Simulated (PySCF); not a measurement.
# Excitation energy of Pt²⁺ by level of theory

Pt²⁺ [Xe] 4f14 5d8 (3F) → Pt²⁺ [Xe] 4f14 5d7 6p1 (high-spin determinant), as a difference of total energies. Computed with PySCF 2.14 in def2-QZVPPD with the def2 core potential (60 electrons) (7s5p4d4f2g, 88 functions), with scalar relativity through the core potential. Correlated levels: valence: 5s2 5p6 frozen; valence and next inner shell: nothing frozen outside the core potential. The calculations carry no spin-orbit coupling.

| method | excitation energy (eV) |
| --- | --- |
| UHF | 10.626 |
| LDA | 11.243 |
| PBE | 11.149 |
| PBE0 | 11.250 |
| r2SCAN | 11.133 |
| PBEsol | 11.154 |
| TPSSh | 11.146 |
| PW91 | 11.158 |
| B3LYP | 11.280 |
| MP2 (valence) | 11.488 |
| SCS-MP2 (valence) | 11.761 |
| MP2 (valence and next inner shell) | 11.285 |
| SCS-MP2 (valence and next inner shell) | 11.436 |

Problem. How much does correlation contribute at MP2 (valence and next inner shell)?

Solution. 11.285 − (10.626) = 0.659 eV, measured against UHF.

The determinant of the upper state mixes LS terms, which raises its energy above the lowest term, most at the Hartree-Fock and MP2 levels.
